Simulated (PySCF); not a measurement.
CH2F, SMILES [CH2]F (connectivity only; charge and spin as stated), charge +1, multiplicity 1.

Geometry: PBE0-D3(BJ)/def2-TZVPD. The multiplicity is an assumed one; other spin states were not compared. The isomer is the one that the SMILES or the coordinates give; other isomers of the formula were not compared.

Method: PySCF with PBE/def2-TZVPD.

Computed frontier levels, gap, dipole moment and polarisability:
| Quantity | Result |
|---|---|
| highest occupied level | -18.01 eV |
| lowest empty level | -13.22 eV |
| orbital gap | 4.79 eV |
| dipole moment about the centre of nuclear charge | 2.92 D |
| mean static polarisability | 10.8 bohr³ (1.60 Å³) |
| polarisability, principal values | 8.2, 11.0, 13.2 bohr³ |
